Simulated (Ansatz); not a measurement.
## Redistribution: C2H7BO + CH5BO3 → C2H7BO2 + CH5BO2

Gas-phase species: C2H7BO `CBOC`, singlet; CH5BO3 `COB(O)O`, singlet; C2H7BO2 `COB(C)O`, singlet; CH5BO2 `COBO`, singlet. The partners trade H for OH; both sit on B, so the bond types are kept.

Shapes, held fixed at every level: PBE0-D4/def2-TZVP. Flexible molecules stand in one conformer, not always the lowest. Programs: Ansatz 0.2.0. The zero-point and thermal change to 298 K, harmonic and unscaled (PBE0-D4/def2-TZVP), is +1.2 kJ/mol.

Q: Estimate ΔH(298 K) of this reaction.

A: The highest level, CCSD(T)/CBS estimate, gives ΔH(298 K) = -7.2 kJ/mol; the levels span -9.2 to -0.8. The column of differences is taken from that level and isn't an error. No measured value is set beside it here. The CBS estimate extrapolates MP2 from def2-TZVPP and def2-QZVPP and adds CCSD(T) − MP2 in the triple-zeta set, cores frozen.

| level | kind | ΔH(298 K) (kJ/mol) | less CCSD(T)/CBS estimate |
| --- | --- | --- | --- |
| HF/def2-TZVPP | Hartree–Fock | -0.8 | +6.4 |
| r2SCAN-D4/def2-TZVPP | meta-GGA | -7.9 | -0.7 |
| B3LYP-D4/def2-TZVPP | global hybrid | -8.2 | -1.0 |
| B2PLYP/def2-TZVPP | double hybrid | -7.5 | -0.3 |
| MP2/def2-SVP | perturbation theory | -9.2 | -2.0 |
| MP2/def2-TZVPP | perturbation theory | -8.4 | -1.2 |
| CCSD/def2-SVP | coupled cluster or CI | -7.5 | -0.3 |
| CCSD(T)/CBS estimate | coupled cluster or CI | -7.2 | 0.0 |
